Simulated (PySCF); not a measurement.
CH₄BFO, SMILES CB(O)F.

Coordinates come from a PBE0-D3(BJ)/def2-SVP optimisation. One conformer was computed; it need not be the lowest.

Method: HF/def2-TZVPD run with PySCF.

Symmetry labels are those of the subgroup Cs that the program uses (full group Cs).

Computed valence orbital energies around the gap with their symmetry:
| orbital | symmetry | energy (eV) |
|---|---|---|
| HOMO−7 | A' | -20.31 |
| HOMO−6 | A' | -18.80 |
| HOMO−5 | A" | -18.37 |
| HOMO−4 | A' | -15.69 |
| HOMO−3 | A" | -15.23 |
| HOMO−2 | A' | -14.87 |
| HOMO−1 | A" | -14.50 |
| HOMO | A' | -13.77 |
| LUMO | A' | 1.22 |
| LUMO+1 | A' | 2.23 |
| LUMO+2 | A' | 2.68 |
| LUMO+3 | A" | 2.97 |
